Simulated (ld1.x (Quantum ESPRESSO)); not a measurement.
# Ranking RRKJ potentials for gallium

All share these settings but for the change named:

- Element: Ga (Z = 31)
- Generator: ld1.x (Quantum ESPRESSO) 7.5
- Type: norm-conserving RRKJ (Kleinman–Bylander form)
- Functional: PBE
- Relativity: scalar-relativistic
- Frozen core: [Ar] 3d10
- Valence charge: 3
- Reference configuration: 4s2 4p0.5 (charge +0.5)
- Partial waves: 4p (bound): rc 2.60 bohr; 4s (bound): rc 1.90 bohr
- Local potential: the s channel
- Core correction: Bessel-smoothed model core inside 1.30 bohr

Test errors are all-electron minus pseudo excitation energies from the reference, over 4s2 4p1; 4s2 4p0; 4s1 4p0; 4s0 4p3; 4s2 4p1.3; 4s1 4p1; 4s1 4p2. None of these files shows a bound ghost.

The base gives 147.7 meV.

Of 9 variants that were run, those that failed, showed a ghost or another fault, or gave nearly equal values are left out.

A variant can come out equal or close to the base, since the largest error may sit in a test that the change hardly touches while other tests move.

Problem. Rank these variants by their largest absolute test error, smallest first.
A. core correction none
B. core correction Bessel-smoothed model core inside 1.04 bohr
C. core correction Bessel-smoothed model core inside 2.04 bohr

Solution. A (108.5 meV), C (129.3 meV), B (148.0 meV).
